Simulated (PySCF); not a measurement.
Simulation results for BH4N2Si, BFH2NSi, BH3NSi, BH3NOSi

Computed with PySCF 2.14.0. Calculation on a computer-drawn molecule: the log of a Hartree-Fock and frozen-core CCSD(T) single point meant for a local Hartree-Fock minimum, with one planted fault or none, to be diagnosed. Offsets are logged minus clean, where the clean run is the same molecule without the fault. The reference is restricted for singlets and unrestricted otherwise, and also for a bond in bohr or an excited solution. Adding or removing an electron swaps singlet and doublet. The excited solution moves the top pair (singlet) or top alpha electron (doublet) to the lowest empty orbital. Highest occupied and lowest empty are orbital energies over both spins, largest force is the largest gradient component, triples share is (T) over the correlation energy, the T1 limit is 0.02 restricted and 0.045 unrestricted, electrons count all cores, a negative frequency is imaginary (commonest isotopes), and the dipole is about the centre of nuclear charge.

Common to all runs: logged SCF converged yes; possible faults no fault, one electron removed, one electron added, multiplicity raised by two, geometry at a saddle point, SCF held on an excited solution, minimal basis STO-3G, one bond length entered in bohr, all coordinates scaled.

(1) BH4N2Si

Logged structure:
```xyz
8
BH4N2Si
B      1.4707    -0.6080     0.7361
N      1.9467     0.4464     0.2233
Si     2.6277     1.7065    -0.5271
N      2.3244     3.2470    -0.0775
H      1.0265    -1.5773     1.2154
H      3.5439     1.5297    -1.6396
H      2.7405     4.0403    -0.5348
H      1.7108     3.5079     0.6754
```

```
meant charge                      : 1
meant multiplicity                : 1
meant basis                       : cc-pV(D+d)Z
logged electrons                  : 36
logged basis functions            : 85
logged spin squared               : 0
logged highest occupied           : -9.2198 eV
logged lowest empty               : -11.691 eV
logged largest force              : 0.1704 hartree/bohr
logged dipole magnitude           : 2.4744 debye
logged SCF stable within its kind : no
logged energy HF                  : -424.08067 hartree
planted fault                     : SCF held on an excited solution
HF energy offset from clean run   : 384.2 kcal/mol
```

Drawn bonds:
| atom | other atom | order |
| --- | --- | --- |
| 1 | 2 | 2 |
| 2 | 3 | 1 |
| 3 | 4 | 1 |
| 1 | 5 | 1 |
| 3 | 6 | 1 |
| 4 | 7 | 1 |
| 4 | 8 | 1 |

Notes: coupled-cluster numbers left out as unreliable.

(2) BFH2NSi

Logged structure:
```xyz
6
BFH2NSi
B     -1.7175    -0.9319    -2.7406
N     -0.8361     1.1131    -2.0531
Si    -0.2488     2.7982    -1.7095
F     -1.0133     3.0164    -0.2156
H     -2.1619    -1.9631    -3.0888
H      1.1290     2.3883    -1.1474
```

```
meant charge                      : -1
meant multiplicity                : 1
meant basis                       : aug-cc-pV(D+d)Z
logged electrons                  : 38
logged basis functions            : 119
logged spin squared               : 1.9091
logged highest occupied           : -2.9676 eV
logged lowest empty               : 3.6973 eV
logged largest force              : 0.025639 hartree/bohr
logged dipole magnitude           : 1.032 debye
logged SCF stable within its kind : yes
logged energy HF                  : -468.49359 hartree
planted fault                     : one bond length entered in bohr, row 1 of the drawn bonds
HF energy offset from clean run   : 173.2 kcal/mol
```

Drawn bonds:
| atom | other atom | order |
| --- | --- | --- |
| 1 | 2 | 2 |
| 2 | 3 | 1 |
| 3 | 4 | 1 |
| 1 | 5 | 1 |
| 3 | 6 | 1 |

Notes: coupled-cluster numbers left out as unreliable.

(3) BH3NSi

Logged structure:
```xyz
6
BH3NSi
B     -1.2796     0.1348    -0.9778
N     -1.2297    -0.4420     0.1101
Si    -1.0895    -1.4806     1.6109
H     -1.3273     0.6850    -2.0163
H     -2.4464    -1.1364     2.2483
H     -0.2713    -0.5095     2.4790
```

```
meant charge                         : -1
meant multiplicity                   : 1
meant basis                          : aug-cc-pV(D+d)Z
logged electrons                     : 29
logged basis functions               : 105
logged spin squared                  : 0.7559
logged highest occupied              : -9.8132 eV
logged lowest empty                  : 0.1629 eV
logged largest force                 : 0.084482 hartree/bohr
logged T1 diagnostic                 : 0.018236
logged D1 diagnostic                 : 0.051907
logged triples share                 : 0.038996
logged CC converged                  : yes
logged dipole magnitude              : 1.1289 debye
logged SCF stable within its kind    : yes
logged energy HF                     : -369.7993 hartree
logged energy CCSD(T)                : -370.18262 hartree
planted fault                        : one electron removed
HF energy offset from clean run      : 13.68 kcal/mol
CCSD(T) energy offset from clean run : 39.06 kcal/mol
```

Drawn bonds:
| atom | other atom | order |
| --- | --- | --- |
| 1 | 2 | 2 |
| 2 | 3 | 1 |
| 1 | 4 | 1 |
| 3 | 5 | 1 |
| 3 | 6 | 1 |

(4) BH3NOSi

Logged structure:
```xyz
7
BH3NOSi
B     -2.0777    -2.1424    -0.6513
N     -1.5084    -1.8964    -1.7295
Si    -0.5895    -1.6436    -3.1472
O     -0.7967    -0.1199    -3.7496
H     -2.6198    -2.3681     0.3630
H     -1.0328    -2.5561    -4.2220
H     -0.6345     0.6159    -3.1784
```

```
meant charge                      : 0
meant multiplicity                : 2
meant basis                       : cc-pV(D+d)Z
logged electrons                  : 37
logged basis functions            : 80
logged spin squared               : 0.7552
logged highest occupied           : -8.3341 eV
logged lowest empty               : 2.182 eV
logged largest force              : 3.867e-05 hartree/bohr
logged lowest frequency           : 133.99 cm⁻¹
logged T1 diagnostic              : 0.017723
logged D1 diagnostic              : 0.052164
logged triples share              : 0.030252
logged CC converged               : yes
logged dipole magnitude           : 2.736 debye
logged SCF stable within its kind : yes
logged energy HF                  : -444.73405 hartree
logged energy CCSD(T)             : -445.27863 hartree
planted fault                     : ?
```

Drawn bonds:
| atom | other atom | order |
| --- | --- | --- |
| 1 | 2 | 2 |
| 2 | 3 | 1 |
| 3 | 4 | 1 |
| 1 | 5 | 1 |
| 3 | 6 | 1 |
| 4 | 7 | 1 |

Q: BH3NOSi (entry 4): planted fault?
A: no fault

Further results for BH3NOSi (entry 4):

```
HF energy offset from clean run      : 0 kcal/mol
CCSD(T) energy offset from clean run : 0 kcal/mol
```
